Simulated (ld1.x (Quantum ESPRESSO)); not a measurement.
cadmium: one change to an RRKJ potential, before and after

```
Element                 : cadmium
Generator               : ld1.x (Quantum ESPRESSO) 7.5
Type                    : norm-conserving RRKJ (Kleinman–Bylander form)
Functional              : revPBE
Relativity              : scalar-relativistic
Frozen core             : [Kr] 4d10
Valence charge          : 2
Reference configuration : 5s2 5p0
Partial waves           : 5p (bound, empty): rc 3.60 bohr; 5d channel at 0.15 Ry: rc 3.05 bohr; 5s (bound): rc 1.65 bohr
Local potential         : the s channel
Core correction         : none
```

All-electron outer shells of the reference configuration (revPBE, scalar-relativistic, ld1.x):

| shell | level (eV) | outermost node (bohr) | outermost maximum (bohr) |
| --- | --- | --- | --- |
| 4p | -66.93 | 0.43 | 0.84 |
| 4d | -11.69 | 0.42 | 0.98 |
| 5s | -5.56 | 1.07 | 2.35 |
| 5p | -1.14 | 1.20 | 3.37 |

Change: wave 5p (bound): rc 3.60 bohr becomes 5p (bound): rc 5.34 bohr.

Cutoffs: the cutoffs (Ry, on a coarse ladder) from which the occupation-weighted sum of valence levels, in a spherical-Bessel basis at the reference potential, stays within 10 and 1 mRy of its value at 400 Ry; they do not see the model core or the augmentation charge, which bear on the density cutoff. Errors are all-electron minus pseudo energies relative to the spin-unpolarised reference configuration.

Question: What does the change do?

Answer: The potential gets neither clearly harder nor softer (30 Ry and 80 Ry → 30 Ry and 80 Ry); the bound ghosts move from d to d, p; of the 5 tests that both files solve, the error grows in 3 and shrinks in 0 by more than 15 % and 0.3 meV (median size 29.2 → 40.2 meV). More of the atom is replaced by a form fitted at one configuration, so other configurations suffer.

| quantity | base | changed |
| --- | --- | --- |
| cutoff, loose | 30 Ry | 30 Ry |
| cutoff, tight | 80 Ry | 80 Ry |
| bound ghosts | d | p, d |
| error for 5s1 5p0, meV [ΔE 9.15 eV] | +19 | +19 |
| error for 5s1.5 5p0, meV [ΔE 3.65 eV] | +0.3 | +0.3 |
| error for 5s1 5p1, meV [ΔE 4.64 eV] | +29 | +40 |
| error for 5s0 5p1, meV [ΔE 14.90 eV] | +144 | +186 |
| error for 5s0 5p2, meV [ΔE 9.61 eV] | +206 | +259 |

 A true bound ghost makes a file unfit for plane-wave use even where its test errors are small: the radial tests pick states by their node count and pass the ghost by.
